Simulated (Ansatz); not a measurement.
# Two structures, one formula

Two relaxed structures of NaGeH₃, singlet (PBE0-D4/def2-TZVP; forces vanish, vibrations not checked).

A:

```json
{"atom": "Na1", "x (Å)": "-1.8098", "y (Å)": "-1.2830", "z (Å)": "1.3843"}
{"atom": "Ge2", "x (Å)": "0.0925", "y (Å)": "0.0656", "z (Å)": "-0.0709"}
{"atom": "H3", "x (Å)": "0.1017", "y (Å)": "-0.1939", "z (Å)": "-1.6097"}
{"atom": "H4", "x (Å)": "0.0350", "y (Å)": "1.6239", "z (Å)": "-0.0113"}
{"atom": "H5", "x (Å)": "1.5807", "y (Å)": "-0.2126", "z (Å)": "0.3075"}
```

B:

Na1  (1.205, 0.854, -0.921)
Ge2  (-0.698, -0.495, 0.534)
H3  (-0.494, -0.605, -1.090)
H4  (-0.558, 1.137, 0.442)
H5  (0.923, -0.623, 0.747)
(Å)

Ansatz 0.2.0; basis: def2-TZVPP; cores frozen in the correlated methods. Filled d shells of the heavier atoms are correlated. The outer core shell of Li, Na, Mg and K is correlated. The def2 sets are not built for correlating such inner shells, so the correlated values are less sure here. B3LYP uses VWN-RPA correlation.

Q: Which structure is lower at CCSD(T), and by how much? (Judge from chemistry; the value comes from the calculation.)

A: The calculation gives: B, by 1.68 kcal/mol (electronic energy, against the other). By their contacts, A is NaGeH₃ ([Na][GeH3]) and B is NaGeH₃ ([H]1[Na]23[H][Ge]12[H]3).

Q: Do the other methods give the same order? (A judgement: the text doesn't fix the answer.)

A: Computed: Not all: HF gives the other order.

```json
{"method": "PBE-D4", "E(B) − E(A) (kcal/mol)": "-3.28"}
{"method": "r2SCAN-D4", "E(B) − E(A) (kcal/mol)": "-3.46"}
{"method": "PBE0-D4", "E(B) − E(A) (kcal/mol)": "-1.98"}
{"method": "B3LYP-D4", "E(B) − E(A) (kcal/mol)": "-2.96"}
{"method": "wB97M-V", "E(B) − E(A) (kcal/mol)": "-2.43"}
{"method": "HF", "E(B) − E(A) (kcal/mol)": "0.99"}
{"method": "MP2", "E(B) − E(A) (kcal/mol)": "-0.71"}
{"method": "CCSD", "E(B) − E(A) (kcal/mol)": "-1.24"}
{"method": "CCSD(T)", "E(B) − E(A) (kcal/mol)": "-1.68"}
```

The T1 diagnostic stays at or below 0.013.

Labels in which every atom is bracketed show which atoms are joined, not bond orders.

For scale, one of the runs: CCSD(T)/def2-TZVPP, 122 basis functions, launched by `ansatz run in.yaml --threads 2 --pin off --events-out ev --progress --plain --max-ram 4352MiB`. The run took about 12 s on 2 CPU threads of an Arm Neoverse V2 (shared host).
